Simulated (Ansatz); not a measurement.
Cost and result for the atomization energy of CHBClF$_{3}$O (`FC(F)(F)OBCl`) (8 atoms, 7 bonds).

Total charge 0; spin multiplicity 1. The structure was optimised at the PBE0-D4/def2-TZVP level. It is one conformer, not always the lowest. Program: Ansatz. Hardware: A = 2 threads of an AMD EPYC 7R13 on a shared host; B = 2 threads of an AMD EPYC 7R13 on a shared host and a share of an NVIDIA H100 80 GB. Times are those of one run each, without the atoms' runs, and a repeat can differ threefold. Electronic energies, without spin–orbit coupling; frozen cores. CCSD(T)/CBS adds CCSD(T) − MP2 in def2-TZVPP to the MP2 limit, and its time is that of the two runs behind it. T1 = 0.012. B3LYP takes the VWN-RPA correlation (the form of Gaussian; ORCA's B3LYP/G).

CCSD(T)/CBS is a level of theory with its own doubt, some kJ/mol a heavy atom from the limit and from the frozen cores, so smaller differences don't rank the functionals.

| level | functions | atomization (kcal/mol) | difference from CCSD(T)/CBS | per bond |
| --- | --- | --- | --- | --- |
| PBE0-D4/def2-TZVPP [A] | 242 | 790.9 | 8.2 | 1.2 |
| r2SCAN-D4/def2-TZVPP (with forces) [A] | 242 | 795.5 | 12.8 | 1.8 |
| CCSD(T)/def2-TZVPP [B] | 242 | 760.9 | -21.8 | -3.1 |
| ωB97X-V/def2-TZVPP [A] | 242 | 788.7 | 6.0 | 0.9 |
| ωB97M-V/def2-TZVPP (with forces) [A] | 242 | 791.2 | 8.5 | 1.2 |
| CCSD(T)/CBS(def2) | – | 782.7 | 0.0 | 0.0 |
| B2PLYP/def2-TZVPP [A] | 242 | 775.5 | -7.2 | -1.0 |
| B3LYP-D4/def2-TZVPP (with forces) [A] | 242 | 777.9 | -4.8 | -0.7 |
| MP2/def2-QZVPP [B] | 442 | 814.8 | 32.1 | 4.6 |
| PBE-D4/def2-TZVPP (with forces) [A] | 242 | 820.5 | 37.8 | 5.4 |

Task: Order the runs by time, with rough figures. (Best estimate.)

Result: The calculation gave: PBE-D4/def2-TZVPP (with forces) [A] 3.2 s; PBE0-D4/def2-TZVPP [A] 3.9 s; r2SCAN-D4/def2-TZVPP (with forces) [A] 6 s; MP2/def2-QZVPP [B] 6 s; B3LYP-D4/def2-TZVPP (with forces) [A] 6.5 s; B2PLYP/def2-TZVPP [A] 8 s; ωB97X-V/def2-TZVPP [A] 9.5 s; CCSD(T)/def2-TZVPP [B] 13 s; ωB97M-V/def2-TZVPP (with forces) [A] 14 s; CCSD(T)/CBS(def2) 19 s.

The D4 term adds +6.1 kcal/mol with B3LYP and +3.2 kcal/mol with PBE0; it sums over pairs of atoms, weighted by their polarisabilities, and B3LYP, whose exchange is more repulsive, gets the larger term. From PBE to PBE0 (25 % exact exchange), in def2-TZVPP and without D4, the atomization energy moves by −29.0 kcal/mol: exact exchange takes away binding that semilocal exchange gives to molecules. In def2-TZVPP, CCSD(T) changes the Hartree–Fock value by +212.1 kcal/mol (the triples alone add +17.6 kcal/mol) and MP2 by +253.1 kcal/mol; breaking electron pairs costs correlation energy, which Hartree–Fock lacks.
